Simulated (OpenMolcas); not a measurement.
## Kr⁺: the spin-orbit constant, thermal populations, worked from levels

```json
{"Program": "OpenMolcas", "Basis": "ANO-RCC-VTZP [6s5p3d1f]", "Scalar Hamiltonian": "DKH2, point nucleus", "Active space": "7 electrons in 9 orbitals (RAS2 4s 4p; RAS3 4d, at most 2 electrons)", "State averaging": "2S+1 = 2 odd, 3 roots; 2S+1 = 2 even, 1 root", "Spin-orbit coupling": "state interaction with AMFI integrals over the reference wave functions, term energies averaged over their components"}
```

Methods: RASSCF; SS-RASPT2, IPEA 0.25 Eh, imaginary shift 0.1 Eh (closed shells correlated: 3d). Measured levels: NIST Handbook of Basic Atomic Spectroscopic Data.

**The spin-orbit constant.** For the Hund term ²P° of p5, E(J) = (A/2) J(J+1) + constant and ζ = -2S·A = -A. From J = 1/2 to J = 3/2 the energy changes by 1.5 A.

```csv
Source,E(3/2) - E(1/2),A,ζ
RASSCF,-4815.6,-3210.4,3210
SS-RASPT2,-4815.6,-3210.4,3210
measured,-5370.1,-3580.1,3580
```

All in cm-1. SS-RASPT2 is off by -10.3 % and RASSCF by -10.3 %. Both methods take the spin-orbit matrix elements from the reference wave functions, so the second can move ζ only through the term energies and any multistate remixing.

**Thermal populations.** Z = Σ (2J + 1) exp(-E/kT) with k = 0.695035 cm-1/K, over the levels below. No other level of either list lies under 90000 cm-1, which is above 7 kT at each temperature.

```csv
Level,2J + 1,SS-RASPT2,measured
4s² 4p⁵ ²P°_3/2,4,0.0,0.0
4s² 4p⁵ ²P°_1/2,2,4816,5370
```

```
T (K)  Z, SS-RASPT2  Z, measured levels  Ground level (%), SS-RASPT2  Ground level (%), measured levels
 5000         4.500               4.427                         88.9                               90.4
 8000         4.841               4.761                         82.6                               84.0
12000         5.123               5.051                         78.1                               79.2
```

At 12000 K, kT = 8340 cm-1, and the computed levels give Z = 4.000 + 1.123 = 5.123.

Active for correlation alone: 4d; no level in the range computed is led by a configuration that fills it, so any true level of that kind is missing. Without dynamic correlation excited terms often stand tens of per cent too high (terms of higher spin than the ground term too low), and those without a measured partner can miss by more than the paired ones (holds for RASSCF). Computed and measured levels are paired by configuration, term and J; levels that our copy of the source lacks, or whose pairing is in doubt (as where it misses far off the trend of its configuration), stay unpaired and out of the deviations. Levels of configurations outside the active space are missing.

° marks odd parity.
